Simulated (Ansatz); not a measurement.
Total energies of C3H9ClS3Ti, SMILES `C[S][Ti]([Cl])([S]C)[S]C`.

```xyz
17

C    -0.215    2.028   -0.305
S    -1.599    0.854   -0.245
Ti   -0.748   -1.210    0.165
Cl   -2.226   -2.464    1.201
S     1.149   -0.915    1.338
C     0.372   -0.273    2.858
S    -0.021   -2.150   -1.749
C     0.525   -0.765   -2.790
H     0.316    2.035    0.645
H     0.478    1.770   -1.104
H    -0.635    3.014   -0.501
H     1.009    0.519    3.253
H    -0.621    0.140    2.670
H     0.294   -1.078    3.587
H    -0.319   -0.121   -3.027
H     0.934   -1.191   -3.706
H     1.306   -0.194   -2.289
```

Total charge 0; spin multiplicity 1. Correlated methods include outer-core shells of Ti, which these sets cover unevenly. Scalar relativity is left out up to krypton. All single points use the PBE0-D4/def2-TZVP geometry. It is one conformer, not always the lowest. Basis def2-TZVPP, Ansatz 0.2.0.

RPA on PBE orbitals: Hartree–Fock energy of these orbitals -2619.43266 Eh, correlation -2.80353 Eh (frozen core).

| functional | energy without D4 (Eh) | D4 term (kJ/mol) |
| --- | --- | --- |
| r2SCANh | -2624.03805 | -18.3 |
| BHLYP | -2624.11830 | -87.9 |

(1) Give the same for LDA (SPW92), PBE, revPBE, BLYP, r2SCAN, B97M-V, PBE0, B3LYP, r2SCAN0, HSE06 (plane-wave form), CAM-B3LYP, LC-ωPBE, ωB97X-V, ωB97M-V, B2PLYP, PBE-QIDH. (An estimate is asked.)

B3LYP takes the VWN-RPA correlation (the form of Gaussian; ORCA's B3LYP/G). HSE06 is the plane-wave form, built on full-range PBE exchange. The double hybrids freeze the cores in their second-order part.

Answers

(1) Ansatz gave: 
```json
{"functional": "LDA (SPW92)", "energy without D4 (Eh)": "-2615.52595", "D4 term (kJ/mol)": "–"}
{"functional": "PBE", "energy without D4 (Eh)": "-2623.19382", "D4 term (kJ/mol)": "-63.3"}
{"functional": "revPBE", "energy without D4 (Eh)": "-2623.84167", "D4 term (kJ/mol)": "-155.1"}
{"functional": "BLYP", "energy without D4 (Eh)": "-2624.22446", "D4 term (kJ/mol)": "-131.2"}
{"functional": "r2SCAN", "energy without D4 (Eh)": "-2624.07006", "D4 term (kJ/mol)": "-16.8"}
{"functional": "B97M-V", "energy without D4 (Eh)": "-2623.64826", "D4 term (kJ/mol)": "–"}
{"functional": "PBE0", "energy without D4 (Eh)": "-2623.34452", "D4 term (kJ/mol)": "-55.7"}
{"functional": "B3LYP", "energy without D4 (Eh)": "-2624.35375", "D4 term (kJ/mol)": "-102.0"}
{"functional": "r2SCAN0", "energy without D4 (Eh)": "-2623.99363", "D4 term (kJ/mol)": "-20.3"}
{"functional": "HSE06 (plane-wave form)", "energy without D4 (Eh)": "-2623.29948", "D4 term (kJ/mol)": "-52.9"}
{"functional": "CAM-B3LYP", "energy without D4 (Eh)": "-2624.25056", "D4 term (kJ/mol)": "-58.4"}
{"functional": "LC-ωPBE", "energy without D4 (Eh)": "-2623.51476", "D4 term (kJ/mol)": "–"}
{"functional": "ωB97X-V", "energy without D4 (Eh)": "-2623.84534", "D4 term (kJ/mol)": "–"}
{"functional": "ωB97M-V", "energy without D4 (Eh)": "-2624.03388", "D4 term (kJ/mol)": "–"}
{"functional": "B2PLYP", "energy without D4 (Eh)": "-2623.48555", "D4 term (kJ/mol)": "–"}
{"functional": "PBE-QIDH", "energy without D4 (Eh)": "-2622.88098", "D4 term (kJ/mol)": "–"}
```

LC-ωPBE has ω = 0.4 bohr⁻¹.
